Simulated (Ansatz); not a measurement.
Reaction (substitution at a C–N bond): `BNCC=C` + `OB(O)O` → `C=CCOB(O)O` + `BN`

Isolated molecules relaxed with PBE0-D4/def2-TZVP in Ansatz; ΔE leaves out vibrations. CBS: MP2 limit from def2 TZ/QZ plus the TZ coupled-cluster correction, frozen cores. This one scheme is used for every species. DFT in def2-TZVPP. B3LYP here is the variant with VWN-RPA as its local correlation; programs differ in this. One conformer a species, not always the lowest.

```tsv
level	ΔE (kJ/mol)	difference from CCSD(T)/CBS
ωB97X-V	21.2	-4.5
r2SCAN	22.8	-2.9
PBE0	25.6	-0.1
B3LYP	20.5	-5.2
HF/def2-TZVPP	17.4	-8.3
MP2/def2-TZVPP	28.9	3.2
CCSD(T)/def2-TZVPP	24.8	-0.9
HF/def2-QZVPP	17.3	-8.4
HF/CBS(def2)	17.2	-8.5
CCSD/CBS(def2)	25.1	-0.6
CCSD(T)/CBS	25.7	0
```

Largest T1 diagnostic among the species: 0.012.

In def2-TZVPP, CCSD(T) changes the Hartree–Fock value by +7.4 kJ/mol (the triples alone add +0.6 kJ/mol) and MP2 by +11.4 kJ/mol.
